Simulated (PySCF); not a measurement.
# Al (aluminium, neutral) across methods

[Ne] 3s1 3p1 4s1, high-spin 4P determinant (an excited configuration). Computed with PySCF 2.14 in aug-cc-pVQZ-DK, with scalar relativity by spin-free X2C-1e. The B2PLYP total includes its PT2 part (frozen core); its orbital energies are those of the SCF part.

| method | E (hartree) | mean ε 3s α (eV) | mean ε 3p α (eV) | mean ε 4s α (eV) | Σ⟨r²⟩ (bohr²) | ⟨S²⟩ |
| --- | --- | --- | --- | --- | --- | --- |
| PBE | -242.3997 | -12.065 | -6.450 | -1.832 | 74.07 | 3.750 |
| CAM-B3LYP | -242.5282 | -14.740 | -8.521 | -2.482 | 74.86 | 3.750 |
| r2SCAN | -242.5065 | -12.398 | -6.713 | -1.795 | 75.09 | 3.750 |
| r2SCANh | -242.5048 | -12.860 | -7.057 | -1.911 | 75.00 | 3.750 |
| BP86 | -242.5553 | -12.159 | -6.498 | -1.907 | 73.43 | 3.750 |
| LDA | -241.4711 | -12.153 | -6.353 | -1.860 | 72.92 | 3.750 |
| PBE0 | -242.4215 | -13.334 | -7.445 | -2.136 | 74.87 | 3.750 |
| B2PLYP | -242.4132 | -14.494 | -8.263 | -2.252 | 75.67 | 3.750 |
| UHF | -242.08130 | -16.701 | -10.103 | -2.780 | 77.14 | 3.750 |

The outer electron is Rydberg-like, and this basis confines it to a smaller radius and binds it less than a complete one would.
